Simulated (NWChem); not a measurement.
System: C₄H₇Cl; SMILES CC(C)=CCl

Output (shortened):

```
             Northwest Computational Chemistry Package (NWChem) 7.3.0
             --------------------------------------------------------

                             Geometry "geometry" -> ""
                             -------------------------

 Output coordinates in angstroms (scale by  1.889725989 to convert to a.u.)

  No.       Tag          Charge          X              Y              Z
 ---- ---------------- ---------- -------------- -------------- --------------
    1 C                    6.0000    -0.74956400    -2.15841000     0.00000000
    2 C                    6.0000    -0.02880700    -0.84272700     0.00000000
    3 C                    6.0000     1.46539300    -0.89508000     0.00000000
    4 C                    6.0000    -0.73773700     0.29349000     0.00000000
    5 Cl                  17.0000    -0.05292900     1.88397800     0.00000000
    6 H                    1.0000    -1.84177200    -2.03535800     0.00000000
    7 H                    1.0000    -0.47132600    -2.75574400     0.88476200
    8 H                    1.0000    -0.47132600    -2.75574400    -0.88476200
    9 H                    1.0000     1.91099700     0.10759600     0.00000000
   10 H                    1.0000     1.83236600    -1.44230700    -0.88453700
   11 H                    1.0000     1.83236600    -1.44230700     0.88453700
   12 H                    1.0000    -1.82993500     0.30407600     0.00000000

 Effective nuclear repulsion energy (a.u.)     210.7687228524

                                 NWChem DFT Module
                                 -----------------

 Summary of "ao basis" -> "ao basis" (spherical)
 ------------------------------------------------------------------------------
       Tag                 Description            Shells   Functions and Types
 ---------------- ------------------------------  ------  ---------------------
 C                          def2-svp                 6       14   3s2p1d
 Cl                         def2-svp                 8       18   4s3p1d
 H                          def2-svp                 3        5   2s1p

 in cosmo_initialize ...

 solvent parameters
 solvname_short: unkn
 solvname_long:  unknown
 dielec:        1.5000

          ---------------
          -cosmo- solvent
          ---------------
 Cosmo: York-Karplus, doi: 10.1021/jp992097l
 dielectric constant -eps-     =   1.50
 screen = (eps-1)/(eps    )    =   0.33333
 surface charge correction     = lagrangian

   van der Waals surface
 --------------------------

 ---------- ATOMIC COORDINATES (A.U.) ------------ VDWR(ANG.) --
     1   -1.41647057   -4.07880347    0.00000000     2.000
     2   -0.05443734   -1.59252311    0.00000000     2.000
     3    2.76919124   -1.69145594    0.00000000     2.000
     4   -1.39412078    0.55461568    0.00000000     2.000
     5   -0.10002131    3.56020219    0.00000000     2.050
     6   -3.48044441   -3.84626891    0.00000000     1.300
     7   -0.89067699   -5.20760105    1.67195775     1.300
     8   -0.89067699   -5.20760105   -1.67195775     1.300
     9    3.61126069    0.20332696    0.00000000     1.300
    10    3.46266965   -2.72556502   -1.67153256     1.300
    11    3.46266965   -2.72556502    1.67153256     1.300
    12   -3.45807573    0.57462032    0.00000000     1.300
 number of segments per atom =         32
 number of   points per atom =         32
 atom (   nspa,  nppa )
 ----------------------
    1 (     16,     0 )       0
    2 (      8,     0 )       0
    3 (     16,     0 )       0
    4 (     12,     0 )       0
    5 (     24,     0 )       0
    6 (     16,     0 )       0
    7 (     15,     0 )       0
    8 (     15,     0 )       0
    9 (     12,     0 )       0
   10 (     14,     0 )       0
   11 (     14,     0 )       0
   12 (     16,     0 )       0
 number of -cosmo- surface points =      178
 molecular surface =    139.973 angstrom**2
 molecular volume  =    115.070 angstrom**3
 G(cav/disp)       =      1.560 kcal/mol
 -lineq- algorithm             =   0
 -bem- low  level              =   2
 -bem- from -octahedral-
 gaussian surface charge width =   4.50000
 degree of switching           =   1.00000
 switching function tolerance  =   0.00010
 atomic radii =
 --------------
    1  6.000  2.000
    2  6.000  2.000
    3  6.000  2.000
    4  6.000  2.000
    5 17.000  2.050
    6  1.000  1.300
    7  1.000  1.300
    8  1.000  1.300
    9  1.000  1.300
   10  1.000  1.300
   11  1.000  1.300
   12  1.000  1.300
 ...... end of -cosmo- initialization ......

            General Information
            -------------------
          SCF calculation type: DFT
          Wavefunction type:  closed shell.
          No. of atoms     :    12
          No. of electrons :    48
           Alpha electrons :    24
            Beta electrons :    24
          Charge           :     0
          Spin multiplicity:     1
          Use of symmetry is: off; symmetry adaption is: off
          Maximum number of iterations: 150
          AO basis - number of functions:   109
                     number of shells:    53
          Convergence on energy requested:  1.00D-06
          Convergence on density requested:  1.00D-05
          Convergence on gradient requested:  5.00D-04

              XC Information
              --------------
                       M06-2X Method XC Functional
                     Hartree-Fock (Exact) Exchange  0.540
                        M06-2X Exchange Functional  1.000
                      M06-2X Correlation Potential  1.000

             Grid Information
             ----------------
          Grid used for XC integration:  medium
          Radial quadrature: Mura-Knowles
          Angular quadrature: Lebedev.
          Tag              B.-S. Rad. Rad. Pts. Rad. Cut. Ang. Pts.
          ---              ---------- --------- --------- ---------
          C                   0.70       49          10.0       434
          Cl                  1.00       88          12.0       590
          H                   0.35       45          11.0       434
          Grid pruning is: on
          Number of quadrature shells:   599
          Spatial weights used:  Erf1

      Superposition of Atomic Density Guess
      -------------------------------------

 Sum of atomic energies:        -613.31771437

      Non-variational initial energy
      ------------------------------

 Total energy =    -616.325303
 1-e energy   =   -1258.460270
 2-e energy   =     431.366245
 HOMO         =      -0.258318
 LUMO         =       0.035756

   convergence    iter        energy       DeltaE   RMS-Dens  Diis-err
 ---------------- ----- ----------------- --------- --------- ---------
     COSMO gas phase
 d= 0,ls=0.0,diis     1   -616.4239265316 -8.27D+02  5.89D-03  2.84D-01
 d= 0,ls=0.0,diis     2   -616.4506854748 -2.68D-02  3.63D-03  1.22D-01
 d= 0,ls=0.0,diis     3   -616.4620280180 -1.13D-02  1.20D-03  2.94D-02
 d= 0,ls=0.0,diis     4   -616.4657552354 -3.73D-03  3.02D-04  1.02D-03
 d= 0,ls=0.0,diis     5   -616.4658815573 -1.26D-04  9.41D-05  8.35D-05
  Resetting Diis
 d= 0,ls=0.0,diis     6   -616.4658930527 -1.15D-05  2.24D-05  2.98D-06
 d= 0,ls=0.0,diis     7   -616.4658934787 -4.26D-07  4.26D-06  7.17D-08

   convergence    iter        energy       DeltaE   RMS-Dens  Diis-err
 ---------------- ----- ----------------- --------- --------- ---------
     COSMO solvation phase
 d= 0,ls=0.0,diis     1   -616.4669491871 -1.06D-03  3.64D-04  1.41D-04
 d= 0,ls=0.0,diis     2   -616.4669936935 -4.45D-05  7.60D-05  4.20D-05
 d= 0,ls=0.0,diis     3   -616.4669978419 -4.15D-06  2.83D-05  1.02D-05
 d= 0,ls=0.0,diis     4   -616.4669991129 -1.27D-06  9.47D-06  1.75D-06
 d= 0,ls=0.0,diis     5   -616.4669993334 -2.21D-07  2.39D-06  2.24D-08

         Total DFT energy =     -616.466999333384
      One electron energy =    -1262.923309466863
           Coulomb energy =      488.035472088969
    Exchange-Corr. energy =      -52.421112977282
 Nuclear repulsion energy =      210.768722852357

             COSMO energy =        0.073228169435

 Numeric. integr. density =       47.999989762533

                                   COSMO solvation results
                                   -----------------------

                 gas phase energy =      -616.465893478732
                 sol phase energy =      -616.466999333384
 (electrostatic) solvation energy =         0.001105854652 (    0.69 kcal/mol)

                       DFT Final Molecular Orbital Analysis
                       ------------------------------------

 Vector   22  Occ=2.000000D+00  E=-4.157401D-01
              MO Center=  1.3D-01, -7.0D-01, -4.9D-09, r^2= 3.7D+00
   Bfn.  Coefficient  Atom+Function         Bfn.  Coefficient  Atom+Function
  ----- ------------  ---------------      ----- ------------  ---------------
    18     -0.252785   2 C  px               32      0.245485   3 C  px
     5      0.239621   1 C  py               19     -0.233495   2 C  py
    68     -0.232805   5 Cl py                4      0.217639   1 C  px
    90      0.214982   9 H  s                65     -0.184683   5 Cl py
    33      0.153200   3 C  py               75     -0.153961   6 H  s

 Vector   23  Occ=2.000000D+00  E=-3.657406D-01
              MO Center= -1.2D-01,  1.6D+00, -8.2D-11, r^2= 2.0D+00
   Bfn.  Coefficient  Atom+Function         Bfn.  Coefficient  Atom+Function
  ----- ------------  ---------------      ----- ------------  ---------------
    67      0.578810   5 Cl px               64      0.429133   5 Cl px
    61      0.245000   5 Cl px               68     -0.214503   5 Cl py
   105      0.165077  12 H  s                17     -0.163549   2 C  s
    65     -0.150240   5 Cl py               46     -0.136050   4 C  px
    45      0.095692   4 C  s                18      0.090071   2 C  px

 Vector   24  Occ=2.000000D+00  E=-2.920605D-01
              MO Center= -1.9D-01,  9.7D-02, -3.2D-09, r^2= 3.2D+00
   Bfn.  Coefficient  Atom+Function         Bfn.  Coefficient  Atom+Function
  ----- ------------  ---------------      ----- ------------  ---------------
    69      0.401188   5 Cl pz               48     -0.353826   4 C  pz
    20     -0.345896   2 C  pz               66      0.260914   5 Cl pz
    23     -0.259354   2 C  pz               51     -0.248702   4 C  pz
    63      0.149494   5 Cl pz               80      0.110059   7 H  s
    85     -0.110059   8 H  s                95     -0.099661  10 H  s

 Vector   25  Occ=0.000000D+00  E= 4.724373D-02
              MO Center= -2.1D-01, -4.3D-01, -1.2D-09, r^2= 3.2D+00
   Bfn.  Coefficient  Atom+Function         Bfn.  Coefficient  Atom+Function
  ----- ------------  ---------------      ----- ------------  ---------------
    23      0.649293   2 C  pz               51     -0.645235   4 C  pz
    20      0.424431   2 C  pz               48     -0.401984   4 C  pz
    96      0.297457  10 H  s               101     -0.297457  11 H  s
    81     -0.262484   7 H  s                86      0.262484   8 H  s
    69      0.237907   5 Cl pz               95      0.111400  10 H  s

 Vector   26  Occ=0.000000D+00  E= 9.660461D-02
              MO Center= -1.6D-01, -1.7D+00, -1.5D-08, r^2= 7.5D+00
   Bfn.  Coefficient  Atom+Function         Bfn.  Coefficient  Atom+Function
  ----- ------------  ---------------      ----- ------------  ---------------
     3      2.104959   1 C  s                31      1.286313   3 C  s
    81     -0.904429   7 H  s                86     -0.904429   8 H  s
    76     -0.777057   6 H  s                96     -0.719577  10 H  s
   101     -0.719577  11 H  s               106     -0.636981  12 H  s
    45      0.502786   4 C  s                91     -0.395723   9 H  s

 Vector   27  Occ=0.000000D+00  E= 1.217148D-01
              MO Center=  2.7D-01,  1.3D-01, -7.8D-10, r^2= 6.0D+00
   Bfn.  Coefficient  Atom+Function         Bfn.  Coefficient  Atom+Function
  ----- ------------  ---------------      ----- ------------  ---------------
    31      2.139378   3 C  s                45     -0.997342   4 C  s
    96     -0.836276  10 H  s               101     -0.836276  11 H  s
    68     -0.686206   5 Cl py               60      0.552165   5 Cl s
   106      0.541521  12 H  s                21     -0.538177   2 C  px
    17     -0.521770   2 C  s                50     -0.513331   4 C  py

     Multipole analysis of the density
     ---------------------------------

     L   x y z        total         alpha         beta         nuclear
     -   - - -        -----         -----         ----         -------
     0   0 0 0     -0.000000    -24.000000    -24.000000     48.000000

     1   1 0 0     -0.074629      0.192016      0.192016     -0.458661
     1   0 1 0     -0.808644     -0.774213     -0.774213      0.739782
     1   0 0 1      0.000000      0.000000      0.000000      0.000000

     2   2 0 0    -26.578569    -79.578235    -79.578235    132.577901
     2   1 1 0     -0.087392      0.494511      0.494511     -1.076414
     2   1 0 1      0.000000      0.000000      0.000000      0.000000
     2   0 2 0    -28.174211   -230.979581   -230.979581    433.784952
     2   0 1 1     -0.000000     -0.000000     -0.000000      0.000000
     2   0 0 2    -29.232765    -20.205846    -20.205846     11.178928
```

Level: M06-2X/def2-SVP, COSMO on the gas-phase geometry. Coordinates come from a PBE0/def2-SVP optimisation. Not confirmed as a minimum by frequencies. COSMO prints the solvation energy as gas minus solution, so a positive value is a stabilisation.

Reconstruct the input file.

One answer among several that fit: the input that was run:
```
start job
memory heap 200 mb stack 900 mb global 1100 mb
geometry units angstroms noautosym nocenter noautoz
  C     -0.749564    -2.158410     0.000000
  C     -0.028807    -0.842727     0.000000
  C      1.465393    -0.895080     0.000000
  C     -0.737737     0.293490     0.000000
  Cl    -0.052929     1.883978     0.000000
  H     -1.841772    -2.035358     0.000000
  H     -0.471326    -2.755744     0.884762
  H     -0.471326    -2.755744    -0.884762
  H      1.910997     0.107596     0.000000
  H      1.832366    -1.442307    -0.884537
  H      1.832366    -1.442307     0.884537
  H     -1.829935     0.304076     0.000000
end
basis spherical
  * library def2-svp
end
dft
  xc m06-2x
  iterations 150
end
cosmo
  dielec 1.5
end
task dft energy
```
